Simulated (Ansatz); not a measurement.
`BNBNC` → `BNB` + `C=N` at 700 K and 1 bar (β-hydride elimination).

Isolated molecules relaxed with PBE0-D4/def2-TZVP in Ansatz; ΔE leaves out vibrations. CBS: MP2 limit from def2 TZ/QZ plus the TZ coupled-cluster correction, frozen cores. This one scheme is used for every species. Each species was taken in one conformer, which may not be the lowest.

```json
{"species": "`BNBNC`", "CCSD(T)/CBS energy (Eh)": "-201.95888", "H − E (kJ/mol)": "364.7", "S (J/(mol·K))": "449.4"}
{"species": "`BNB`", "CCSD(T)/CBS energy (Eh)": "-107.34560", "H − E (kJ/mol)": "208.9", "S (J/(mol·K))": "334.7"}
{"species": "`C=N`", "CCSD(T)/CBS energy (Eh)": "-94.52360", "H − E (kJ/mol)": "135.6", "S (J/(mol·K))": "268.6"}
```

H − E and S are ideal-gas, rigid-rotor, harmonic terms from PBE0-D4/def2-TZVP, for one conformer and one mirror image of each species. 1 Eh = 2625.50 kJ/mol, R = 8.31446 J/(mol·K).

By hand: ΔE, ΔH, ΔS and ΔG.

ΔE = (-107.34560) + (-94.52360) − (-201.95888) = 0.08968 Eh = 235.5 kJ/mol. Δ(H − E) = 208.9 + 135.6 − 364.7 = -20.2, so ΔH = 215.3 kJ/mol. ΔS = 334.7 + 268.6 − 449.4 = 153.9 J/(mol·K). ΔG = 215.3 − 700 × (153.9)/1000 = 107.6 kJ/mol.

By hand: the equilibrium constant, and the temperature at which ΔG would vanish if ΔH and ΔS stayed fixed.

log₁₀ K = −ΔG/(RT ln 10) = -8.0. ΔG = 0 at ΔH/ΔS = 1399 K.

The number of gas molecules changes by +1, which sets the sign of ΔS. A doubt of 5 kJ/mol in ΔE shifts log₁₀ K by 0.4 here. Other conformers and mirror images would add mixing entropy, several J/(mol·K) or more a flexible species. These are equilibria of isolated gas molecules and say nothing of rates. Largest T1 diagnostic: 0.013 (customary marks: 0.02 for closed shells, 0.045 for open ones).
